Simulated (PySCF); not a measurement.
A structure optimised at PBE0-D3(BJ)/def2-SVP, used in a PySCF frequency run:

```
B
O 1 1.3364
C 2 1.4067 1 127.01
H 3 1.0998 2 111.92 1 0.00
H 3 1.0999 4 109.43 2 -120.61
H 3 1.0999 4 109.43 5 -118.78
C 1 1.5284 2 119.67 3 -180.00
C 7 1.2160 2 153.26 1 180.00
H 8 1.0754 2 161.85 1 180.00
Cl 1 1.7770 2 121.76 3 0.00
```
Charge 0, spin multiplicity 1.

**Question.** Write its SMILES, formula and point group.

**Answer.** C#CB(Cl)OC, C₃H₄BClO, Cs

**Question.** What are its rotational constants (standard atomic weights)?

**Answer.** 3.7599, 2.1546, 1.3817 GHz
